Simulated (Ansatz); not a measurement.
The input (input.yaml):

```yaml
crystal:
  periodic: [false, false, false]
  atoms:
    - { symbol: O, position_ang: [-1.132371, 0.664402, -1.074234] }
    - { symbol: Ge, position_ang: [-0.004085, 0.26225, 0.218863] }
    - { symbol: C, position_ang: [0.900731, -1.241843, 0.245332] }
    - { symbol: Si, position_ang: [1.805023, -2.643516, 0.357036] }
    - { symbol: H, position_ang: [-1.557771, 1.522219, -0.958022] }
    - { symbol: H, position_ang: [-0.011526, 1.436499, 1.211015] }
basis:
  gaussian: { orbitals: def2-SVP }
hamiltonian:
  xc: pbe0
neb:
  order_check: false
  images: 2
  f_tol: 0.03
  max_iterations: 60
  climbing: true
  final_atoms:
    - { symbol: O, position_ang: [-1.16420123, 1.13508822, -0.71912297] }
    - { symbol: Ge, position_ang: [0.01001819, 0.46083749, 0.40891491] }
    - { symbol: C, position_ang: [0.79525539, -1.103738, 0.21201561] }
    - { symbol: Si, position_ang: [1.57677253, -2.57685883, 0.08215784] }
    - { symbol: H, position_ang: [-1.32612772, 0.53877053, -1.46209139] }
    - { symbol: H, position_ang: [0.10828384, 1.5459116, 1.478116] }
  initial_path:
    images:
      - { positions_ang: [[-1.132371, 0.664402, -1.074234], [-0.004085, 0.26225, 0.218863], [0.900731, -1.241843, 0.245332], [1.805023, -2.643516, 0.357036], [-1.557771, 1.522219, -0.958022], [-0.011526, 1.436499, 1.211015]] }
      - { positions_ang: [[-0.80840409, 0.59836299, -1.07949041], [0.14489945, 0.30809091, 0.39452725], [1.09223659, -1.21014254, 0.73296111], [1.18951013, -2.28788804, -0.24102464], [-1.57617393, 0.99032859, -1.04004159], [-0.04206715, 1.6012591, 1.23305828]] }
      - { positions_ang: [[-0.81901416, 0.7552584, -0.96112006], [0.14960051, 0.37428674, 0.45787789], [1.05707805, -1.16410754, 0.72185564], [1.11342664, -2.26566898, -0.33265069], [-1.4989595, 0.66251243, -1.20806472], [-0.00213053, 1.63772996, 1.32209194]] }
      - { positions_ang: [[-1.16420123, 1.13508822, -0.71912297], [0.01001819, 0.46083749, 0.40891491], [0.79525539, -1.103738, 0.21201561], [1.57677253, -2.57685883, 0.08215784], [-1.32612772, 0.53877053, -1.46209139], [0.10828384, 1.5459116, 1.478116]] }
```

Launched with:

```bash
$ ansatz run input.yaml --threads 1 --pin off --max-ram 2048MiB --backend cpu --events-out ev --progress --plain --runs-dir out
```

Hardware: 1 thread of Arm Neoverse V1, with other jobs on the host.

**Question.** Roughly how long does this run take, and how much memory?

**Answer.** 3.3 min, with a peak of 0.18 GiB, for 29 band iterations.
